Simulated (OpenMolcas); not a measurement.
neutral nitrogen: thermal populations, Slater's ratio, worked from levels

- Program: OpenMolcas
- Basis: ANO-RCC-VQZP [5s4p3d2f1g]
- Scalar Hamiltonian: DKH2, point nucleus
- Active space: 5 electrons in 9 orbitals (RAS2 2s 2p; RAS3 3d, at most 2 electrons)
- State averaging: 2S+1 = 4 odd, 1 root; 2S+1 = 2 odd, 8 roots; 2S+1 = 4 even, 3 roots; 2S+1 = 2 even, 5 roots (0 in the spin-orbit step)
- Spin-orbit coupling: RASSI with atomic mean-field integrals over the reference wave functions, term energies averaged over their components

Methods: RASSCF; SS-RASPT2, IPEA 0.25 Eh, imaginary shift 0.1 Eh (closed shells correlated: 1s). Measured levels: NIST Handbook of Basic Atomic Spectroscopic Data.

**Thermal populations.** Z = Σ (2J + 1) exp(-E/kT) with k = 0.695035 cm-1/K, over the levels below. No other level of either list lies under 83200 cm-1, which is above 7 kT at each temperature.

```
          Level  2J + 1  SS-RASPT2  measured
2s2 2p3 4S* 3/2       4        0.0       0.0
2s2 2p3 2D* 3/2       4      19420     19233
2s2 2p3 2D* 5/2       6      19420     19224
2s2 2p3 2P* 3/2       4      29281     28839
2s2 2p3 2P* 1/2       2      29284     28839
```

```
T (K)  Z, SS-RASPT2  Z, measured levels  Ground level (%), SS-RASPT2  Ground level (%), measured levels
 8000         4.335               4.348                         92.3                               92.0
12000         5.154               5.186                         77.6                               77.1
```

At 12000 K, kT = 8340 cm-1, and the computed levels give Z = 4.000 + 0.390 + 0.585 + 0.119 + 0.060 = 5.154.

**Slater's ratio.** With one set of orbitals, p3 has 2D* - 4S* = 9 F2 and 2P* - 2D* = 6 F2 (F2 = F²/25), a ratio of 2/3. Term energies are centres of gravity, weighted by 2J + 1.

```
   Source  2D* - 4S*  2P* - 4S*  F2 from the first  Ratio
   RASSCF      22544      33458               2505  0.484
SS-RASPT2      19420      29282               2158  0.508
 measured      19228      28839               2136  0.500
```

Energies in cm-1. A ratio away from 2/3 shows effects beyond one configuration with one set of orbitals, and in heavier atoms second-order spin-orbit shifts.

Active for correlation alone: 3d; no level in the range computed is led by a configuration that fills it, so any true level of that kind is missing. Without dynamic correlation excited terms often stand tens of per cent too high (terms of higher spin than the ground term too low), and those without a measured partner can miss by more than the paired ones (holds for RASSCF). Measured partners are found by configuration, term and J. A level has none where our copy of the source lacks it or the pairing is in doubt (some pairs that miss far off the trend of their configuration count as doubtful), and it then counts in no deviation. Only configurations of the active space appear.

* marks odd parity.
